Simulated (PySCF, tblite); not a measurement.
Isomers of [C6H8NO3]- (charge -1), one GFN2-xTB conformer each. Single-point energies are computed at PBE0/pcSseg-1 (PySCF, gas phase, no added dispersion term), electronic only.

Problem. Rank them by PBE0/pcSseg-1 energy, lowest first (kJ/mol).
A. `[CH3:1][C:2](=[O:3])/[C:4]([C:5]([NH2:6])=[O:7])=[C:8](/[CH3:9])[O-:10]` (charge -1) with C1–C2–C4–C5 170°, C2–C4–C5–N6 26°, C4–C5–N6–H -163° and -22°
B. `[CH3:1][C:2](=[O:3])/[CH:4]=[C:5](\[O-:6])[CH2:7][C:8]([NH2:9])=[O:10]` (charge -1) with C1–C2–C4–C5 -1°, C4–C5–C7–C8 -134°, C5–C7–C8–N9 -52°, C7–C8–N9–H 166° and 28°

Solution. A (0.0), B (11.6).

Neighbours under 21 kJ/mol apart (CC(=O)/C(C(N)=O)=C(/C)[O-] and CC(=O)/C=C(\[O-])CC(N)=O) can change places with a better method, another conformer or zero-point energy. GFN2-xTB itself gives, in the same order: 0.0, 7.1. Both levels put the same isomer lowest.

Problem. What happens when harmonic zero-point energies from GFN2-xTB frequencies are added?

Solution. 
```json
{"SMILES": "CC(=O)/C(C(N)=O)=C(/C)[O-]", "ZPE (kJ/mol)": "351.3", "electronic (kJ/mol)": "0.0", "with ZPE (kJ/mol)": "0.0"}
{"SMILES": "CC(=O)/C=C(\\[O-])CC(N)=O", "ZPE (kJ/mol)": "350.9", "electronic (kJ/mol)": "11.6", "with ZPE (kJ/mol)": "11.2"}
```

The zero-point energies span 0.4 kJ/mol. The order is unchanged.

Problem. As an exercise, what shares would exp(−E/RT) give at 500 K from these electronic energies alone (no entropy, no degeneracies)?

Solution. RT = 4.157 kJ/mol: CC(=O)/C(C(N)=O)=C(/C)[O-] 94.3 %, CC(=O)/C=C(\[O-])CC(N)=O 5.7 %.
